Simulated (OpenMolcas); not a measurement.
# Se: effect of correlating more closed shells

* Program: OpenMolcas
* Basis: ANO-R2 [6s6p4d3f1g]
* Scalar Hamiltonian: X2C, finite nucleus
* Active space: 6 electrons in 9 orbitals (RAS2 4s 4p; RAS3 4d, at most 2 electrons)
* State averaging: 2S+1 = 3 even, 3 roots; 2S+1 = 1 even, 6 roots; 2S+1 = 3 odd, 3 roots (0 in the spin-orbit step)
* Spin-orbit coupling: RASSI with atomic mean-field integrals over the reference wave functions, term energies averaged over their components

Methods on the same reference wave functions:
A. RASSCF
B. SS-RASPT2, IPEA 0.25 Eh, imaginary shift 0.1 Eh (closed shells correlated: none)
C. SS-RASPT2, IPEA 0.25 Eh, imaginary shift 0.1 Eh (closed shells correlated: 3d)

Energies in cm-1 above 4s2 4p4 3P2, the measured ground level; measured values from NIST Handbook of Basic Atomic Spectroscopic Data.

| Level | A | B | C | Measured |
| --- | --- | --- | --- | --- |
| 4s2 4p4 3P2 | 0.0 | 0.0 | 0.0 | 0.0 |
| 4s2 4p4 3P1 | 1788 | 1804 | 1804 | 1989 |
| 4s2 4p4 3P0 | 2367 | 2370 | 2370 | 2534 |
| 4s2 4p4 1D2 | 11189 | 9950 | 9930 | 9576 |
| 4s2 4p4 1S0 | 23904 | 22780 | 22890 | 22446 |

Deviations, from unrounded energies. A percentage is the sum of absolute deviations over the sum of measured energies, with the sign that they share, or ± where signs differ.

| Against measurement | Levels | A | B | C |
| --- | --- | --- | --- | --- |
| mean absolute deviation (cm-1) | 4 | 860 | 260 | 290 |
| fine structure of the ground term (%) | 2 | -8.1 | -7.8 | -7.7 |
| other terms of the ground configuration (%) | 2 | +9.6 | +2.2 | +2.5 |

B lies closest to measurement on these levels and A furthest from it. The largest miss of B in the table is 4s2 4p4 1D2, by +370 cm-1. The ranking rests on the paired levels alone, and a cruder setting can come out closer through cancelling errors.

Between B and C the level of the table that moves most is 4s2 4p4 1S0, by 110 cm-1 (lowest in B, highest in C). Moves below CASPT2's spread within the term are not significant.

The mean deviations of B to C differ by less than CASPT2's widest spread within a term (38 cm-1), so their order carries little weight.

From A to B the spin-free energies of the other terms of 4s2 4p4 shown, above 3P, scale by factors of 0.87 to 0.95.

The lowest spin-free term lies below A's lowest term by 0.052 hartree in B, 0.521 hartree in C.

What an inner shell adds also hangs on whether the basis holds functions to correlate it.

CASPT2 does not keep the components of a term degenerate, so their means are used; among the terms shown or strongly mixed into the levels shown the widest spread is 38 cm-1 (4s2 4p4 1D, C). Some high roots are left out of the spin-orbit mixing, which shifts the levels that they would mix with. Active for correlation alone: 4d; no level in the range computed is led by a configuration that fills it, so any true level of that kind is missing. Without dynamic correlation excited terms often stand tens of per cent too high (terms of higher spin than the ground term too low), and those without a measured partner can miss by more than the paired ones (holds for A). Measured partners are found by configuration, term and J. A level has none where our copy of the source lacks it or the pairing is in doubt (some pairs that miss far off the trend of their configuration count as doubtful), and it then counts in no deviation. Levels of configurations outside the active space are missing.
